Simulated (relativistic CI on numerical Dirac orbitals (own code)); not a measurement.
Au²⁺: O2,3 absorption edge

Computed with this model: Dirac-Coulomb-Breit CI, orbitals from a KLI potential per configuration, model QED (radiative potential, 1s self-energy scaled to tabulated hydrogen-like ionisation energies), valence Slater integrals scaled by 0.8, multiplet model of core-to-valence dipole absorption; configurations [Xe] 4f14 5d9 → [Kr] 4d10 4f14 5s2 5p5 5d10; 80 K; Lorentzian 1.5 eV and Gaussian 0.3 eV FWHM. Energies are those of the free ion, without screening or charge transfer. The branching ratio is the share of the lower-energy edge in the whole absorption, uncertain by about 0.02 where the edges overlap. S is read from ⟨S²⟩ = S(S + 1).

Field parameters in Wybourne normalisation: D3d B²₀ = −7Dσ, B⁴₀ = −14Dq − 21Dτ, B⁴₃ = −14√(10/7) Dq. The field is a parameter set, without covalency.

free ion: ground-state S = 0.50, centroid 56.33 eV. Peaks (eV, height): 56.2 (100).

D3d, 10Dq = 19800, Dσ = -1200, Dτ = -80 cm⁻¹: ground-state S = 0.50, centroid 59.31 eV. Peaks (eV, height): 57.5 (100), 73.8 (13).

Strongest unbroadened transitions for D3d, 10Dq = 19800, Dσ = -1200, Dτ = -80 cm⁻¹:

```tsv
Energy (eV)	Relative strength
57.42	100.0
73.77	13.1
```
